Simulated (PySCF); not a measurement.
**How methods differ on the excitation energy of Ni²⁺**

Ni²⁺ [Ar] 3d8 (3F) → Ni²⁺ [Ar] 3d7 4p1 (high-spin determinant), as a difference of total energies. Calculation: PySCF 2.14, in aug-cc-pVTZ; no relativity, point nucleus. Correlated levels: valence: [Ar] frozen. The calculations carry no spin-orbit coupling.

```csv
method,excitation energy (cm⁻¹)
UHF,98918
MP2 (valence),113660
SCS-MP2 (valence),114490
CCSD (valence),110960
CCSD(T) (valence),111440
```

The determinant of the upper state mixes LS terms, which raises its energy above the lowest term, most at the Hartree-Fock and MP2 levels.
